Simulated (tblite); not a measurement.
Record of a relaxation.

C₆H₁₂BNSi.
SMILES with atom numbers: `[BH2:1][Si@@H:2]([CH2:3][CH3:4])[n:5]1[cH:6][cH:7][cH:8][cH:9]1` (hydrogens: H10, H11 on B1; H12 on Si2; H13, H14 on C3; H15, H16, H17 on C4; H18 on C6; H19 on C7; H20 on C8; H21 on C9)

Computed with GFN2-xTB (tblite), gas phase: L-BFGS steps from a force-field or distance-geometry start until the largest atomic force falls under 0.01 eV/Å. 6 of its 90 geometries are shown.

Step 0: E = -675.4580 eV, largest atomic force 2.133 eV/Å
```
atom  x, y, z in Å  |  force x, y, z in eV/Å
B1     -1.296    2.087   -1.481   -0.321   0.448  -0.501
Si2    -1.053    0.706   -0.160    0.633   0.947   0.230
C3     -1.716   -0.924   -0.795   -0.729  -0.313  -0.683
C4     -1.534   -2.029    0.212   -0.094  -0.848   0.893
N5      0.698    0.517    0.210   -1.416  -0.085  -0.624
C6      1.267    0.560    1.416    1.341  -0.043   1.658
C7      2.630    0.346    1.296   -0.502   0.230   1.668
C8      2.889    0.161   -0.041   -0.142  -0.198  -1.507
C9      1.675    0.265   -0.693    1.023  -0.166  -0.562
H10    -2.397    2.355   -1.847    0.564  -0.003   0.068
H11    -0.373    2.653   -1.931   -0.239   0.061  -0.078
H12    -1.766    1.069    1.082    0.237  -0.208   0.233
H13    -2.812   -0.796   -1.007    0.944  -0.202  -0.059
H14    -1.191   -1.182   -1.742   -0.510   0.010   0.452
H15    -0.457   -2.179    0.433   -0.714   0.040  -0.066
H16    -2.065   -1.789    1.179    0.580  -0.263  -0.992
H17    -1.950   -2.979   -0.180    0.274   0.419   0.329
H18     0.736    0.729    2.344   -0.115  -0.001  -0.429
H19     3.352    0.320    2.110   -0.348   0.042  -0.319
H20     3.849   -0.043   -0.494   -0.242   0.064   0.039
H21     1.506    0.171   -1.755   -0.223   0.072   0.250
```

Step 18: E = -675.7521 eV, largest atomic force 0.032 eV/Å
```
atom  x, y, z in Å  |  force x, y, z in eV/Å
B1     -1.284    2.154   -1.531   -0.001   0.002   0.011
Si2    -1.027    0.764   -0.177   -0.023  -0.012  -0.018
C3     -1.710   -0.932   -0.783    0.004   0.009  -0.001
C4     -1.530   -2.060    0.227    0.003   0.018  -0.012
N5      0.676    0.501    0.228   -0.010   0.003  -0.009
C6      1.272    0.549    1.458    0.002   0.000  -0.007
C7      2.612    0.341    1.325    0.002  -0.005   0.000
C8      2.864    0.155   -0.053    0.006  -0.003  -0.005
C9      1.664    0.261   -0.689    0.002   0.007   0.002
H10    -2.361    2.419   -1.901    0.005   0.015  -0.001
H11    -0.399    2.733   -2.026    0.000  -0.017   0.002
H12    -1.611    0.991    1.160   -0.003   0.016   0.018
H13    -2.772   -0.821   -1.013    0.006  -0.008   0.003
H14    -1.223   -1.214   -1.720    0.002   0.001   0.008
H15    -0.476   -2.206    0.449   -0.009  -0.003   0.005
H16    -2.045   -1.826    1.155    0.010  -0.013  -0.003
H17    -1.933   -2.994   -0.164    0.020   0.004   0.013
H18     0.688    0.730    2.338   -0.016  -0.003  -0.013
H19     3.341    0.323    2.112   -0.004  -0.006   0.009
H20     3.817   -0.033   -0.508    0.005  -0.006  -0.004
H21     1.430    0.182   -1.733   -0.002   0.000   0.002
```

Step 36: E = -675.7547 eV, largest atomic force 0.043 eV/Å
```
atom  x, y, z in Å  |  force x, y, z in eV/Å
B1     -1.282    2.165   -1.533   -0.002   0.006   0.018
Si2    -1.044    0.775   -0.179   -0.012  -0.041  -0.006
C3     -1.708   -0.933   -0.774    0.007  -0.002   0.006
C4     -1.504   -2.058    0.237    0.005   0.001  -0.001
N5      0.662    0.507    0.212   -0.004   0.021  -0.001
C6      1.250    0.541    1.445    0.001   0.003   0.006
C7      2.588    0.323    1.321    0.007   0.001   0.012
C8      2.848    0.144   -0.057    0.007   0.002  -0.006
C9      1.653    0.265   -0.700   -0.003   0.004  -0.001
H10    -2.352    2.485   -1.877    0.001   0.010  -0.008
H11    -0.377    2.697   -2.046   -0.007   0.000  -0.019
H12    -1.611    1.015    1.165   -0.006  -0.001  -0.018
H13    -2.772   -0.847   -1.006    0.024  -0.004   0.001
H14    -1.209   -1.206   -1.708   -0.029  -0.006   0.006
H15    -0.447   -2.179    0.464    0.006   0.019   0.005
H16    -2.028   -1.843    1.165    0.007   0.015  -0.004
H17    -1.878   -3.003   -0.153   -0.001   0.006  -0.013
H18     0.658    0.726    2.319    0.002  -0.012   0.012
H19     3.311    0.294    2.112    0.009  -0.008   0.024
H20     3.803   -0.048   -0.504    0.009  -0.009  -0.014
H21     1.430    0.199   -1.747   -0.018  -0.006   0.001
```

Step 53: E = -675.7576 eV, largest atomic force 0.018 eV/Å
```
atom  x, y, z in Å  |  force x, y, z in eV/Å
B1     -1.280    2.180   -1.547   -0.001   0.008  -0.006
Si2    -1.059    0.782   -0.198    0.008  -0.011  -0.003
C3     -1.704   -0.939   -0.774    0.002   0.005  -0.001
C4     -1.456   -2.044    0.249    0.001   0.007  -0.007
N5      0.645    0.525    0.211    0.006  -0.003   0.000
C6      1.229    0.528    1.447    0.002   0.003   0.002
C7      2.565    0.288    1.324    0.000   0.002  -0.002
C8      2.826    0.127   -0.056    0.002  -0.002  -0.001
C9      1.636    0.280   -0.701    0.004  -0.005  -0.002
H10    -2.340    2.580   -1.833   -0.002  -0.011   0.003
H11    -0.371    2.650   -2.112   -0.004  -0.005  -0.010
H12    -1.643    1.027    1.137   -0.004   0.003   0.017
H13    -2.772   -0.876   -0.986    0.003  -0.005   0.010
H14    -1.221   -1.215   -1.714    0.007   0.001   0.005
H15    -0.397   -2.118    0.485   -0.001   0.012  -0.010
H16    -1.994   -1.838    1.171    0.005  -0.006  -0.002
H17    -1.786   -3.009   -0.134   -0.011   0.009   0.002
H18     0.638    0.704    2.324   -0.005  -0.004   0.000
H19     3.285    0.234    2.118   -0.010  -0.004   0.004
H20     3.779   -0.076   -0.505   -0.001   0.000   0.000
H21     1.411    0.227   -1.749   -0.002   0.005  -0.001
```

Step 71: E = -675.7592 eV, largest atomic force 0.019 eV/Å
```
atom  x, y, z in Å  |  force x, y, z in eV/Å
B1     -1.300    2.171   -1.569   -0.004   0.013  -0.005
Si2    -1.061    0.803   -0.195    0.007  -0.016   0.002
C3     -1.699   -0.920   -0.771   -0.004  -0.003   0.005
C4     -1.419   -2.021    0.247   -0.001   0.001  -0.004
N5      0.642    0.538    0.212    0.004  -0.008   0.005
C6      1.215    0.508    1.454    0.011   0.005  -0.002
C7      2.548    0.253    1.336    0.007  -0.002   0.001
C8      2.818    0.113   -0.045   -0.007  -0.003   0.001
C9      1.635    0.293   -0.696   -0.001   0.003  -0.002
H10    -2.363    2.594   -1.807   -0.001   0.004  -0.005
H11    -0.413    2.582   -2.210   -0.005  -0.003  -0.001
H12    -1.642    1.040    1.143    0.001   0.012  -0.005
H13    -2.771   -0.870   -0.969   -0.002  -0.009   0.013
H14    -1.225   -1.186   -1.720   -0.001  -0.006   0.012
H15    -0.353   -2.081    0.456   -0.005  -0.014  -0.012
H16    -1.933   -1.817    1.184   -0.006   0.003  -0.008
H17    -1.753   -2.989   -0.123    0.005   0.006  -0.003
H18     0.617    0.670    2.329    0.009   0.007  -0.009
H19     3.259    0.173    2.135    0.000  -0.005   0.008
H20     3.771   -0.096   -0.492   -0.006   0.003   0.012
H21     1.418    0.258   -1.746   -0.001   0.016  -0.002
```

Step 89: E = -675.7603 eV, largest atomic force 0.010 eV/Å
```
atom  x, y, z in Å  |  force x, y, z in eV/Å
B1     -1.316    2.163   -1.592   -0.002  -0.003   0.002
Si2    -1.058    0.816   -0.199    0.002  -0.006   0.007
C3     -1.699   -0.912   -0.761    0.000  -0.001   0.002
C4     -1.396   -2.018    0.245   -0.001   0.001   0.001
N5      0.645    0.559    0.213    0.000   0.000   0.002
C6      1.208    0.500    1.458   -0.001  -0.005   0.001
C7      2.537    0.224    1.348   -0.001   0.000  -0.005
C8      2.816    0.104   -0.033    0.002   0.003  -0.003
C9      1.642    0.316   -0.691   -0.001   0.003   0.001
H10    -2.377    2.609   -1.792   -0.002   0.003  -0.004
H11    -0.450    2.533   -2.283    0.009   0.002  -0.003
H12    -1.637    1.076    1.136    0.000  -0.005  -0.001
H13    -2.775   -0.867   -0.936    0.000   0.001   0.005
H14    -1.242   -1.174   -1.718   -0.005  -0.001   0.000
H15    -0.326   -2.085    0.426   -0.002   0.000  -0.003
H16    -1.888   -1.819    1.194    0.000   0.002  -0.001
H17    -1.742   -2.983   -0.124    0.001   0.004   0.001
H18     0.608    0.661    2.332   -0.003   0.000  -0.003
H19     3.240    0.117    2.151   -0.006   0.002  -0.005
H20     3.769   -0.112   -0.476    0.005   0.001   0.003
H21     1.433    0.309   -1.743    0.003   0.001   0.004
```

Task: Summarise the path.

Result: The energy falls by 0.3023 eV from step 0 to step 89; nine tenths of that is first reached at step 8. It falls at every step. The largest force goes from 2.133 to 0.010 eV/Å. Among the bonds Si2–C3 changes most, from 1.871 to 1.927 Å; the atoms move by 0.165 Å rms after alignment.

Task: Follow the three bonds and two angles with the largest change from start to end.

Result: 
```tsv
step	E above end (eV)	largest force (eV/Å)	Si2–C3 (Å)	C4–H16 (Å)	C7–C8 (Å)	B1–Si2–H12 (°)	N5–Si2–H12 (°)
0	0.3023	2.133	1.871	1.128	1.375	109.8	108.8
4	0.0716	0.349	1.923	1.080	1.408	112.7	108.1
8	0.0220	0.277	1.925	1.090	1.418	116.1	104.5
12	0.0107	0.113	1.928	1.086	1.413	117.1	102.2
15	0.0088	0.035	1.924	1.087	1.414	117.5	101.5
19	0.0081	0.024	1.926	1.087	1.414	117.8	101.3
23	0.0076	0.034	1.924	1.087	1.414	117.8	101.0
27	0.0070	0.037	1.927	1.087	1.414	117.7	101.1
31	0.0064	0.041	1.924	1.087	1.414	117.6	101.0
35	0.0058	0.041	1.926	1.087	1.414	117.9	101.1
39	0.0046	0.057	1.925	1.088	1.414	117.5	101.4
43	0.0037	0.046	1.925	1.087	1.414	117.5	101.5
46	0.0031	0.026	1.926	1.087	1.414	117.4	101.5
50	0.0029	0.016	1.926	1.087	1.414	117.3	101.4
54	0.0027	0.017	1.926	1.087	1.414	117.4	101.3
58	0.0023	0.034	1.925	1.087	1.414	117.5	101.1
62	0.0019	0.028	1.927	1.087	1.414	117.9	101.1
66	0.0015	0.018	1.926	1.087	1.414	118.1	101.1
70	0.0011	0.021	1.926	1.087	1.414	118.4	101.2
74	0.0008	0.018	1.925	1.087	1.414	118.4	101.2
77	0.0005	0.024	1.926	1.087	1.414	118.3	101.3
81	0.0003	0.028	1.926	1.087	1.414	118.3	101.2
85	0.0001	0.012	1.927	1.087	1.414	118.1	101.1
89	0.0000	0.010	1.927	1.087	1.414	118.1	101.0
```

What follows is the cost of the whole relaxation. On an Arm Neoverse N1 with one thread, on a shared host, this took 1.3 s wall.
